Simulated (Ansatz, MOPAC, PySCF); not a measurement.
Species: B$_{2}$H$_{3}$ (charge 0, doublet). SMILES: [BH]B
Coordinates optimised at B3LYP-D3(BJ)/def2-TZVP (Ansatz, a first-principles code):
```xyz
5

B     -0.2379     0.0034     0.8100
B      0.2019    -0.0029    -0.6875
H     -0.5693     0.0082     1.9388
H      0.3386     1.0200    -1.2906
H      0.4106    -1.0309    -1.2607
```
Charge 0, spin multiplicity 2.

Unscaled harmonic wavenumbers (cm⁻¹) in rising order, each level at the stationary point that it reaches from this structure (no distance between atoms moves by over 0.3 Å); the order of modes can differ between levels, and a negative number is imaginary. B3LYP-D3(BJ)/def2-TZVP (PySCF, at the structure above): 323, 521, 789, 898, 1014, 1165, 2564, 2625, 2783.

PM3 (MOPAC): 231, 415, 773, 872, 878, 1236, 2665, 2680, 2770. Zero-point energy 17.9 against 18.1 kcal/mol; where all levels lie over 400 cm⁻¹, the wavenumbers are on average 0.991 times those of B3LYP-D3(BJ)/def2-TZVP.

PM7 (MOPAC): 323, 372, 497, 637, 804, 1016, 2608, 2641, 2719. Zero-point energy 16.6 against 18.1 kcal/mol; where all levels lie over 400 cm⁻¹, the wavenumbers are on average 0.858 times those of B3LYP-D3(BJ)/def2-TZVP.

HF/6-31G* (Ansatz): 434, 458, 908, 943, 1035, 1289, 2697, 2763, 2916. Zero-point energy 19.2 against 18.1 kcal/mol; where all levels lie over 400 cm⁻¹, the wavenumbers are on average 1.069 times those of B3LYP-D3(BJ)/def2-TZVP.

B3LYP/6-31G* (Ansatz): 345, 531, 790, 906, 1022, 1177, 2593, 2655, 2809. Zero-point energy 18.3 against 18.1 kcal/mol; where all levels lie over 400 cm⁻¹, the wavenumbers are on average 1.009 times those of B3LYP-D3(BJ)/def2-TZVP.
